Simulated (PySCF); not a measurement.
A structure optimised at B3LYP-D3(BJ)/def2-SVP, used in a PySCF frequency run:

```
Ga
Br 1 2.3474
Br 1 2.3474 2 120.26
```
Charge 0, spin multiplicity 2.

Task: Write its SMILES, formula and point group.

Result: [Br][Ga][Br], Br2Ga, C2v

Task: What are its rotational constants (standard atomic weights)?

Result: 7.6167, 0.76319, 0.69369 GHz
